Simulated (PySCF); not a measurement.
**Working out the ionisation energy of Cd**

Cd [Kr] 4d10 5s2 (1S) → Cd+ [Kr] 4d10 5s1 (2S). All numbers are calculated (PySCF 2.14, scalar relativity by spin-free X2C-1e, in x2c-SVPall (6s6p5d1f, 56 functions)). Frozen: [Kr]. Energies in hartree (1 hartree = 27.21139 eV):

| part | Cd (lower) | Cd+ (upper) |
| --- | --- | --- |
| UHF | -5590.775679 | -5590.505659 |
| MP2 opposite-spin | -0.211969 | -0.180500 |
| MP2 same-spin | -0.118092 | -0.109579 |

Problem. What does Hartree-Fock give?

Solution. (-5590.505659) − (-5590.775679) = 0.270020 hartree = 7.348 eV.

Problem. What do MP2 and SCS-MP2 (6/5 opposite-spin, 1/3 same-spin) give?

Solution. The opposite-spin parts differ by 0.856 eV and the same-spin parts by 0.232 eV. MP2: 7.348 + (0.856) + (0.232) = 8.436 eV. SCS-MP2: 7.348 + 1.2 × (0.856) + (0.232)/3 = 8.453 eV.

Measured between the centres of the two terms (NIST): 8.994 eV, so MP2 (valence) is off by -0.558 eV.

A double-zeta basis recovers only part of the correlation energy.

What remains against the reference includes basis incompleteness, the frozen core and correlation beyond second order.
